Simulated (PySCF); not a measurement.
**C₆ coefficients of unlike pairs at UHF**

Calculated with PySCF 2.14 from the dipole response of each species, C₆(A,B) = (3/π) ∫ α_A(iu) α_B(iu) du, in atomic units, from isotropic polarisabilities. For ions this is the dispersion term alone; charge-induced terms of lower order in 1/R come first.

| species | configuration | basis | relativity | α (bohr³) | C₆ (like pair) |
| --- | --- | --- | --- | --- | --- |
| Sc²⁺ | [Ar] 3d1 (2D) | aug-cc-pVTZ (8s7p5d3f2g) | none | 4.390 | 13.02 |
| Mo | [Kr] 4d5 5s1 (7S) | aug-cc-pwCVTZ-PP with ECP28MDF (8s8p7d4f3g) | core potential | 108.1 | 1196 |
| Sb³⁺ | [Kr] 4d10 5s2 (1S) | def2-TZVPPD with the def2 core potential (28 electrons) (7s5p4d2f) | core potential | 12.14 | 58.43 |

Estimate C₆ for Sb³⁺ with Sc²⁺.

The integral gives 26.75. The combination rule 2 C_A C_B / (C_A α_B/α_A + C_B α_A/α_B) gives 26.64 and the geometric mean 27.59.

No spin-orbit coupling is included.

The other pairs:

```csv
pair,C₆
"Sb³⁺, Mo",228.0
"Mo, Sc²⁺",93.84
```
